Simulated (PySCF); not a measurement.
Core-level binding energies of 2-chloro-6-fluoropyridine

Compound: 2-chloro-6-fluoropyridine, C5H3ClFN.
Bonds: F1–C2, C2–C3 (aromatic), C3–C4 (aromatic), C4–C5 (aromatic), C5–C6 (aromatic), C6–Cl7, C6–N8 (aromatic), C2–N8 (aromatic). Hydrogens: H9 on C3; H10 on C4; H11 on C5.

Theory: delta-SCF UKS SCAN, pcX-2 on the ionised atom, pcseg-1 elsewhere, spin-free X2C in PySCF 2.14.0. These are vertical core ionisation energies against the vacuum level, from separate self-consistent calculations with and without the core hole.

Give the core binding energies atom by atom.

```tsv
atom(s)	bonded to	level	binding energy (eV)	2p1/2 (eV)	above the level's lowest (eV)	count
F1	C	F 1s	693.41	–	0.00	1
C2	F, N (aromatic in the SMILES) and C (aromatic in the SMILES)	C 1s	294.14	–	+3.03	1
C3	2 C (aromatic in the SMILES) and H	C 1s	291.14	–	+0.03	1
C4	2 C (aromatic in the SMILES) and H	C 1s	291.61	–	+0.50	1
C5	2 C (aromatic in the SMILES) and H	C 1s	291.11	–	0.00	1
C6	Cl, N (aromatic in the SMILES) and C (aromatic in the SMILES)	C 1s	293.26	–	+2.15	1
Cl7	C	Cl 2p3/2	206.39	208.04	0.00	1
Cl7	C	Cl 1s	2829.00	–	0.00	1
N8	2 C (aromatic in the SMILES)	N 1s	405.37	–	0.00	1
```

The listed C 1s values span 3.03 eV, from C5 (bonded to 2 C (aromatic in the SMILES) and H) to C2 (bonded to F, N (aromatic in the SMILES) and C (aromatic in the SMILES)). The widest gap between neighbouring values is 1.65 eV, between 291.61 and 293.26 eV. The values 291.11 and 291.14 eV lie too close for their order to be trusted.

Which photon wavelength matches the Cl 2p3/2 of Cl7 threshold?

λ = hc/E = 12398.42 eV Å / 206.39 eV = 60.073 Å.

Which effective nuclear charge Zeff reproduces each element's mean 1s value in the hydrogen-like formula E = 13.606 eV × Zeff²?

C (Z = 6): mean 292.3 eV, Zeff = 4.63, Z − Zeff = 1.37; N (Z = 7): mean 405.4 eV, Zeff = 5.46, Z − Zeff = 1.54; F (Z = 9): mean 693.4 eV, Zeff = 7.14, Z − Zeff = 1.86; Cl (Z = 17): mean 2829.0 eV, Zeff = 14.42, Z − Zeff = 2.58. Means run over the listed sites, weighted by atom count.

The 2p values add to the ΔSCF energy of one spin-free hole a correction within the shell (spin–orbit coupling, ligand field). 2p1/2 minus 2p3/2 (ligand field included): Cl 1.65 eV. Isolated species at its PBE0-D3(BJ)/def2-SVP geometry, gas phase.
